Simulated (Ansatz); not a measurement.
Basis-set series for ClFH₂SeSn, SMILES `[F][SnH]([Cl])[SeH]`. Charge 0, multiplicity 1. Sn: def2 effective core potential. Geometry: relaxed with PBE0-D4/def2-TZVP. It is one conformer, not always the lowest.

```csv
functional,basis,functions,energy (Eh),HOMO (eV),LUMO (eV)
PBE0-D4,def2-SVP,100,-3176.14858,-7.73,-1.83
PBE0-D4,def2-TZVPP,199,-3176.74540,-7.85,-2.01
ωB97M-V,def2-SVP,100,-3176.43589,-9.87,0.24
ωB97M-V,def2-TZVPP,199,-3177.03313,-10.02,-0.06
```

Q: Give the rows for def2-QZVPP. (An estimate is asked.)

A: The calculation gave: 
```tsv
functional	basis	functions	energy (Eh)	HOMO (eV)	LUMO (eV)
PBE0-D4	def2-QZVPP	358	-3176.81818	-7.86	-2.05
ωB97M-V	def2-QZVPP	358	-3177.10339	-10.04	-0.15
```

Scalar relativity is left out up to krypton.

Results of the Gaussian-basis code of Ansatz.
